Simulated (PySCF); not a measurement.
How methods differ on the ionisation energy of Rh

Rh [Kr] 4d8 5s1 (4F) → Rh⁺ [Kr] 4d8 (3F), as a difference of total energies. Computed with PySCF 2.14 in def2-TZVPPD with the def2 core potential (28 electrons), with scalar relativity through the core potential. Correlated levels: valence: 4s2 4p6 frozen. The calculations carry no spin-orbit coupling.

```json
{"method": "UHF", "ionisation energy (eV)": "6.308"}
{"method": "MP2 (valence)", "ionisation energy (eV)": "7.158"}
{"method": "SCS-MP2 (valence)", "ionisation energy (eV)": "6.950"}
{"method": "CCSD (valence)", "ionisation energy (eV)": "7.085"}
{"method": "CCSD(T) (valence)", "ionisation energy (eV)": "7.148"}
```

**Question.** How much does correlation contribute at CCSD(T) (valence)?

**Answer.** 7.148 − (6.308) = 0.840 eV, measured against UHF.

Errors of the correlated levels include the incompleteness of this basis and the frozen core.

For comparison: 7.479 eV (measured; NIST levels, between the centres of gravity of the two terms).
